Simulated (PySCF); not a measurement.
`N#CC[C@@H]1O[C@H]1OC(F)F`: 4 charge schemes on one density

Species: C5H5F2NO2.
Cartesian coordinates in Å at the GFN2-xTB level; atoms count from 1:
```
atom  x, y, z in Å
N1    -2.812   -1.940   -1.014
C2    -2.325   -0.907   -1.046
C3    -1.714    0.400   -1.084
C4    -0.332    0.418   -0.457
O5     0.592   -0.576   -0.854
C6     0.141   -0.638    0.445
O7     1.027   -0.400    1.494
C8     2.173    0.266    1.203
F9     3.068   -0.006    2.154
F10    1.982    1.613    1.241
H11   -1.642    0.715   -2.130
H12   -2.357    1.104   -0.548
H13    0.097    1.412   -0.355
H14   -0.501   -1.471    0.716
H15    2.599    0.019    0.214
```

Density: PBE0/pcSseg-1 (PySCF); schemes: Mulliken, IAO, Hirshfeld and ESP-fitted. The structure is a single GFN2-xTB conformer in the gas phase; no vibrational or solvent corrections.

**Question.** For which atoms does the sign change between the 4 schemes (beyond +0.03 e in one, beyond −0.03 e in another)?

**Answer.** C4. Atomic charges aren't observables, and each scheme defines them in its own way.

**Question.** Do the Mulliken, IAO, Hirshfeld and ESP-fitted schemes agree on where the charge is lowest?

**Answer.** The schemes don't all agree: Mulliken O7 (-0.455); IAO O5 (-0.394); Hirshfeld N1 (-0.212); ESP-fitted N1 (-0.461).

**Question.** Tabulate the Mulliken, IAO, Hirshfeld and ESP-fitted charges.

**Answer.** In e:

```json
{"atom": "N1", "environment": "nitrile nitrogen", "Mulliken": "-0.236", "IAO": "-0.233", "Hirshfeld": "-0.212", "ESP-fitted": "-0.461"}
{"atom": "C2", "environment": "nitrile carbon", "Mulliken": "+0.020", "IAO": "+0.138", "Hirshfeld": "+0.090", "ESP-fitted": "+0.421"}
{"atom": "C3", "environment": "sp3 carbon next to a nitrile", "Mulliken": "-0.091", "IAO": "-0.315", "Hirshfeld": "-0.037", "ESP-fitted": "-0.456"}
{"atom": "C4", "environment": "sp3 carbon bound to oxygen", "Mulliken": "-0.070", "IAO": "+0.038", "Hirshfeld": "+0.025", "ESP-fitted": "+0.111"}
{"atom": "O5", "environment": "epoxide oxygen", "Mulliken": "-0.394", "IAO": "-0.394", "Hirshfeld": "-0.138", "ESP-fitted": "-0.286"}
{"atom": "C6", "environment": "sp3 carbon bearing two oxygens", "Mulliken": "+0.337", "IAO": "+0.245", "Hirshfeld": "+0.100", "ESP-fitted": "+0.169"}
{"atom": "O7", "environment": "ether oxygen", "Mulliken": "-0.455", "IAO": "-0.354", "Hirshfeld": "-0.134", "ESP-fitted": "-0.392"}
{"atom": "C8", "environment": "CHF2 carbon", "Mulliken": "+0.673", "IAO": "+0.600", "Hirshfeld": "+0.202", "ESP-fitted": "+0.680"}
{"atom": "F9", "environment": "fluorine of a CF2 group", "Mulliken": "-0.265", "IAO": "-0.279", "Hirshfeld": "-0.097", "ESP-fitted": "-0.232"}
{"atom": "F10", "environment": "fluorine of a CF2 group", "Mulliken": "-0.306", "IAO": "-0.318", "Hirshfeld": "-0.115", "ESP-fitted": "-0.275"}
{"atom": "H11", "environment": "methylene hydrogen", "Mulliken": "+0.185", "IAO": "+0.192", "Hirshfeld": "+0.077", "ESP-fitted": "+0.220"}
{"atom": "H12", "environment": "methylene hydrogen", "Mulliken": "+0.186", "IAO": "+0.195", "Hirshfeld": "+0.080", "ESP-fitted": "+0.189"}
{"atom": "H13", "environment": "methine hydrogen", "Mulliken": "+0.153", "IAO": "+0.162", "Hirshfeld": "+0.051", "ESP-fitted": "+0.120"}
{"atom": "H14", "environment": "methine hydrogen", "Mulliken": "+0.157", "IAO": "+0.177", "Hirshfeld": "+0.062", "ESP-fitted": "+0.167"}
{"atom": "H15", "environment": "methine hydrogen", "Mulliken": "+0.105", "IAO": "+0.146", "Hirshfeld": "+0.046", "ESP-fitted": "+0.026"}
```

Mean size of the charges over all atoms: ESP-fitted 0.280 e, IAO 0.252 e, Mulliken 0.242 e, Hirshfeld 0.098 e. Each set sums to the total charge, 0, to within 0.001 e. The IAO scheme counts the electrons in orthogonalised intrinsic atomic orbitals, a minimal basis polarised so that it spans the occupied orbitals exactly.

**Question.** Sum the charges by element, for elements with more than one atom.

**Answer.** 
```csv
element,atoms,Mulliken,IAO,Hirshfeld,ESP-fitted
C,5,+0.870,+0.706,+0.380,+0.925
O,2,-0.849,-0.748,-0.273,-0.678
F,2,-0.571,-0.598,-0.212,-0.507
H,5,+0.786,+0.872,+0.317,+0.722
```

**Question.** How closely do the schemes follow one another over all atoms?

**Answer.** Correlation coefficient and root-mean-square difference: Mulliken with IAO 0.96, 0.083 e; IAO with ESP-fitted 0.94, 0.117 e; IAO with Hirshfeld 0.93, 0.184 e; Hirshfeld with ESP-fitted 0.93, 0.226 e; Mulliken with Hirshfeld 0.92, 0.196 e; Mulliken with ESP-fitted 0.86, 0.170 e.
